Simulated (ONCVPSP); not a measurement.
Which change was made? (Zr, ONCV)

```json
{
 "Element": "zirconium",
 "Generator": "ONCVPSP 4.0.1",
 "Type": "optimised norm-conserving Vanderbilt (ONCV)",
 "Functional": "PBE",
 "Relativity": "scalar-relativistic",
 "Frozen core": "[Ar] 3d10",
 "Valence charge": "12",
 "Reference configuration": "4s2 4p6 4d2.5 5s1.5",
 "Partial waves": "4s+5s: rc 1.65 bohr, ncon 4, nbas 8, qcut 6 1/bohr, 2 projectors; 4p: rc 1.75 bohr, ncon 4, nbas 7, qcut 8.2 1/bohr, 2 projectors, debl 2.6 Ha; 4d: rc 2.65 bohr, ncon 3, nbas 8, qcut 6.7 1/bohr, 2 projectors, debl 4 Ha",
 "Local potential": "polynomial inside 1.30 bohr (lpopt 3, dvloc0 1 Ha)",
 "Core correction": "none"
}
```

Cutoffs, loose and tight: the cutoffs (Ha) at which the residual kinetic energy of the hardest occupied pseudo-wave falls to 1 and 0.1 mHa per electron. They do not see the model core or the augmentation charge, which bear on the density cutoff. Test errors are all-electron minus pseudo excitation energies from the reference, over the configurations 4s2 4p6 4d2 5s2; 4s2 4p6 4d2 5s1; 4s2 4p6 4d2 5s0; 4s2 4p6 4d2 5s1.5; variants that change the core or the reference have their own tests.

The base gives: outcome: generated; cutoff, loose: 20 Ha; cutoff, tight: 27 Ha; bound ghosts: none; GHOST(+) flags above zero: s; largest test error (meV): -3.1.

After one change the result is: outcome: generated; cutoff, loose: 24 Ha; cutoff, tight: 29 Ha; bound ghosts: none; GHOST(+) flags above zero: s; largest test error (meV): -3.0. Which change was it?
A. all radii scaled by about 1.09 (s 1.80, p 1.92, d 2.90 bohr); local potential polynomial inside 1.42 bohr (lpopt 3, dvloc0 1 Ha)
B. d: qcut 4.4
C. p: rc 1.5

C. The others give: d: qcut 4.4 → outcome: generated; cutoff, loose: 20 Ha; cutoff, tight: 27 Ha; bound ghosts: none; GHOST(+) flags above zero: s; largest test error (meV): -14 | all radii scaled by about 1.09 (s 1.80, p 1.92, d 2.90 bohr); local potential polynomial inside 1.42 bohr (lpopt 3, dvloc0 1 Ha) → outcome: generated; cutoff, loose: 15 Ha; cutoff, tight: 21 Ha; bound ghosts: none; GHOST(+) flags above zero: none; largest test error (meV): -5.1.
